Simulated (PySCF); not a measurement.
## [SnF5]-: computed shieldings and shifts

[SnF5]-, [F5Sn]-.

Geometry:
```
atom   x (Å)   y (Å)   z (Å)
 Sn1  -0.003  -0.001   0.000
  F2  -0.031  -0.010   1.955
  F3   0.009   0.005  -1.955
  F4   1.941   0.017   0.019
  F5  -0.966   1.689  -0.003
  F6  -0.950  -1.700  -0.016
```

Total charge -1.

GIAO calculations in PySCF 2.14.0 with density-fitted response routines on the PBE0-D3(BJ)/def2-SVP structure: isolated species, scalar relativity only through the core potential, equivalent atoms averaged; basis pcSseg-1 (def2-TZVP on Sn).

(1) Give the isotropic shieldings (ppm) with PBE0, wB97X-D.

(2) And the chemical shifts, against references computed in the same way?

(3) Which part of the shielding of F2/F3/F4/F5/F6 depends on the functional?

Answers

(1) 
```tsv
atoms	environment	PBE0	wB97X-D
F2/F3/F4/F5/F6	fluorine bonded to Sn	328.1	335.5
HOMO–LUMO gap (eV)	–	8.60	12.37
```

(2) 
```csv
atoms,"nucleus, reference",PBE0,wB97X-D
F2/F3/F4/F5/F6,"¹⁹F, CFCl3",-150.9,-148.3
```

(3) Diamagnetic: PBE0 475, wB97X-D 476 ppm; paramagnetic: PBE0 -147, wB97X-D -140 ppm. The diamagnetic part, set mainly by inner electrons, hardly moves; the paramagnetic part goes with low-lying magnetically allowed excitations and carries the spread.

Sn is described by an effective core potential, so it has no shielding of its own here; spin–orbit effects on the atoms bonded to it, which can be large, are absent, and the values of these neighbours are rough. The averaged F atoms aren't alike in the static structure (σ from 315 to 338 ppm); the average presumes fast exchange among these sites. Unscaled 19F shifts against computed CFCl3 carry errors that often reach 10 to 50 ppm.
